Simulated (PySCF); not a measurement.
C4H8BN, SMILES C#CCB(C)N.

Geometry: PBE-D3(BJ)/def2-SVP. This is a generated structure with no PubChem entry under its InChIKey; it may be hypothetical. Other conformers were not sampled.

Vertical ionisation energy (IE) and electron affinity (EA) in eV. Rows of orbital energies are one-electron estimates. Where ΔSCF, EOM or ADC give a negative EA the extra electron is unbound and the value depends on the basis.

| level | IE | EA |
|---|---|---|
| −ε(HOMO), −ε(LUMO), PBE0/def2-TZVP (PySCF) | 7.12 | -0.60 |
| −ε(HOMO), −ε(LUMO), PBE/def2-TZVP (PySCF) | 5.92 | 0.38 |
